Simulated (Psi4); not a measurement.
C$_{2}$H (SMILES [C]#C), doublet, geometry from GFN2-xTB. Base run: BLYP/6-31G (Psi4).

Input for Psi4:
```
memory 2 GB

molecule {
0 2
C    -0.00000000   -0.00000000   -0.46866096
C     0.00000000    0.00000000    0.72327087
H    -0.00000000   -0.00000000   -1.52765945
}

set {
  basis 6-31g
  reference uks
}

energy('blyp')
print_variables()
```

Variants of this job, named by their change:

```json
[
 {"change": "base", "ΔE vs base (mEh)": "0.000", "SCF cycles": "10", "grid points": "64179", "basis functions": "20"},
 {"change": "dft_radial_scheme = mura", "ΔE vs base (mEh)": "0.000", "SCF cycles": "10", "grid points": "65095", "basis functions": "20"},
 {"change": "scf_type = direct", "ΔE vs base (mEh)": "0.004", "SCF cycles": "12", "grid points": "64179", "basis functions": "20"},
 {"change": "dft_nuclear_scheme = becke", "ΔE vs base (mEh)": "0.000", "SCF cycles": "10", "grid points": "64042", "basis functions": "20"},
 {"change": "damping_percentage = 20", "ΔE vs base (mEh)": "0.000", "SCF cycles": "18", "grid points": "64179", "basis functions": "20"},
 {"change": "dft_radial_points = 35", "ΔE vs base (mEh)": "0.017", "SCF cycles": "10", "grid points": "30531", "basis functions": "20"},
 {"change": "e_convergence = 1e-4", "ΔE vs base (mEh)": "0.000", "SCF cycles": "10", "grid points": "64179", "basis functions": "20"},
 {"change": "df_basis_scf = cc-pvqz-jkfit", "ΔE vs base (mEh)": "0.002", "SCF cycles": "10", "grid points": "64179", "basis functions": "20"},
 {"change": "dft_pruning_scheme = treutler", "ΔE vs base (mEh)": "0.000", "SCF cycles": "10", "grid points": "35287", "basis functions": "20"},
 {"change": "basis_guess = sto-3g", "ΔE vs base (mEh)": "0.000", "SCF cycles": "8", "grid points": "64179", "basis functions": "20"},
 {"change": "scf_type = dfdirj+cosx", "ΔE vs base (mEh)": "0.000", "SCF cycles": "11", "grid points": "64179", "basis functions": "20"},
 {"change": "df_basis_scf = def2-universal-jkfit", "ΔE vs base (mEh)": "-0.009", "SCF cycles": "10", "grid points": "64179", "basis functions": "20"},
 {"change": "df_basis_scf = cc-pvtz-jkfit", "ΔE vs base (mEh)": "0.001", "SCF cycles": "10", "grid points": "64179", "basis functions": "20"}
]
```

Open shells are given as the SCF converged; they aren't shown to be the lowest states, and a large step between rows can be another state.
